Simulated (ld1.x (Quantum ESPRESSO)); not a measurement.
## Ni, RRKJ: configuration errors across variants

- Element: Ni (Z = 28)
- Generator: ld1.x (Quantum ESPRESSO) 7.5
- Type: norm-conserving RRKJ (Kleinman–Bylander form)
- Functional: Wu–Cohen
- Relativity: scalar-relativistic
- Frozen core: [Ne] 3s2
- Valence charge: 16
- Reference configuration: 3p6 3d8.5 4s1.5 4p0
- Partial waves: 4s (bound): rc 2.10 bohr; 3p (bound): rc 0.95 bohr; 3d (bound): rc 1.25 bohr
- Local potential: all-electron potential smoothed inside 0.75 bohr (lloc = -1)
- Core correction: none
- rho0: 0.005

All-electron excitation energies from the reference (eV): (1) 3p6 3d8 4s2 4p0 1.185; (2) 3p6 3d8 4s1 4p0 10.541; (3) 3p6 3d8 4s0 4p0 27.790; (4) 3p6 3d9 4s0 4p0 7.436; (5) 3p5 3d8 4s2 4p0 80.641; (6) 3p6 3d7 4s2 4p1 11.781; (7) 3p6 3d8 4s0 4p1 16.292.

Tests that are not counted but printed errors over 1 eV. “local potential all-electron potential smoothed inside 1.42 bohr (lloc = -1)”: 3p5 3d8 4s2 4p0 (solver errors, printed error -2454 eV); 3p6 3d7 4s2 4p1 (solver errors, printed error -30.8 eV).

A true bound ghost makes a file unfit for plane-wave use even where its test errors are small: the radial tests pick states by their node count and pass the ghost by. Where a test does run into it, the solver fails or the error is huge.

Errors AE − PS in meV (a dash: test not solved or not reliable):

```csv
change,(1),(2),(3),(4),(5),(6),(7),bound ghosts
base,-11,+5.4,+0.9,-42,-251,-13,+24,s
local potential all-electron potential smoothed inside 0.78 bohr (lloc = -1),-11,+5.0,+0.9,-42,-258,-17,+23,s
local potential all-electron potential smoothed inside 1.00 bohr (lloc = -1),-14,+1.6,+0.6,-47,-360,-285,-213,"p, s"
local potential all-electron potential smoothed inside 1.22 bohr (lloc = -1),-15,-2.4,+0.2,-44,-392,-131,-22,s
local potential all-electron potential smoothed inside 1.42 bohr (lloc = -1),-25,-17,-0.8,-47,–,–,-87,s
local potential all-electron potential smoothed inside 1.58 bohr (lloc = -1),-3.9,+28,-2.3,-50,+727,+226,-172,none
local potential all-electron potential smoothed inside 1.80 bohr (lloc = -1),-16,+5.1,-5.4,-55,-231,-304,-307,none
local potential all-electron potential smoothed inside 2.02 bohr (lloc = -1),-22,-2.1,-9.9,-61,-401,-520,-460,none
local potential all-electron potential smoothed inside 2.46 bohr (lloc = -1),-34,-17,-26,-74,-664,-988,-853,none
```

**Question.** Give the same row for: local potential all-electron potential smoothed inside 2.24 bohr (lloc = -1).

**Answer.** -29, -11, -19, -69, -566, -806, -696; bound ghosts: none.
